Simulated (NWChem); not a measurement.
**Atomisation of H₅GeP**

```xyz
7

Ge     0.1159     0.7338     0.0000
P     -0.3619    -1.5682     0.0000
H     -0.5283     1.3591     1.2546
H     -0.5283     1.3591    -1.2546
H      1.6278     1.0473     0.0000
H      0.5750    -1.8627     1.0397
H      0.5750    -1.8627    -1.0397
```
Charge 0, spin multiplicity 1.

The numbers come from NWChem runs, not from measurements. The geometry was optimised at B3LYP/def2-SVP, a minimum by its harmonic frequencies.

Basis set: def2-TZVP. The atomisation energy is electronic alone: no zero-point, thermal, spin-orbit or counterpoise terms. No value is extrapolated to the basis-set limit. Free atoms are single determinants with multiplicities Ge 3, P 4, H 2. Correlated methods freeze the same cores in atoms and molecule, 14 orbitals in all.

| method | atomisation energy (kcal/mol) | relative cost |
|---|---|---|
| HF | 307.7 | 1 |
| BHandHLYP | 421.6 | under 3 |
| PBE0 | 421.4 | under 3 |
| PBE | 422.9 | under 3 |
| B3LYP | 426.7 | under 3 |
| MP2 | 399.3 | under 3 |
| CAM-B3LYP | 429.3 | 10 |
| LC-wPBE (omega 0.3 per bohr) | 420.0 | 10 |

The values span 121.5 kcal/mol, from HF (lowest) to CAM-B3LYP (highest). Costs are rough ratios of processor time within this set of runs, SCF included, with HF as 1. Costs are the molecule's.

The Hamiltonian is non-relativistic. B3LYP has NWChem's definition, with VWN1-RPA local correlation. GW and range-separated runs recompute their integrals, the others keep them in memory, which bears on the times. The structure started from a generated list of species. No SCF solution was tested for a lower state. Open-shell Hartree-Fock references start from PBE0 orbitals; any time given for them includes that run.
